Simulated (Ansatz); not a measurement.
Ansatz (an electronic-structure program) input (RPA@PBE/def2-QZVPP):
A basis named .json is the Basis Set Exchange file of that set.

Ansatz 0.2 input:
```yaml
crystal:
  periodic: [false, false, false]
  atoms:
    - {symbol: Te, position_ang: [0.01908105, 0.00367800, 0.38463732]}
    - {symbol: I, position_ang: [1.41345611, -2.54479339, -0.23495626]}
    - {symbol: I, position_ang: [-1.43217714, 2.54118478, -0.14242375]}
basis:
  gaussian:
    orbitals: def2-QZVPP.json
hamiltonian:
  xc: pbe
total_charge: -1
magnetization: {spin_polarized: true, initial_magnetization: 1}
correlation: {method: rpa, electrons: outside_noble_gas}
```

End of the output:

```
mean field: 1.28 GiB planned
mean field evaluation 1: about -23498.4788 eV, gradient 1.2e1 eV
mean field evaluation 2: about -23498.4734 eV, gradient 1.2e1 eV
mean field evaluation 4: about -23498.7346 eV, gradient 6.9e0 eV
mean field evaluation 8: about -23499.0054 eV, gradient 1.7e-1 eV
mean field evaluation 16: about -23499.0055 eV, gradient 1.5e-4 eV
mean field evaluation 32: about -23496.8715 eV, gradient 9.7e-7 eV
mean field evaluation 64: about -23498.8427 eV, gradient 5.5e-6 eV
mean field evaluation 96: about -23499.0048 eV, gradient 3.5e-1 eV
mean field evaluation 128: about -23499.0041 eV, gradient 5.9e-2 eV
mean field evaluation 160: about -23496.3001 eV, gradient 1.1e1 eV
mean field -23499.00554280 eV, -863.5725254999 hartree, gradient 6.7e-6 eV, S^2 0.752522; 13 other end points of the search recorded, 0 dependent functions left out
27 core orbitals not correlated
reference -23413.33567909 eV, -860.4242160775 hartree; 11, 10 occupied and 208, 209 virtual orbitals, 1533 factors
Total energy: -23435.47538720 eV, -861.2378353437 hartree
```
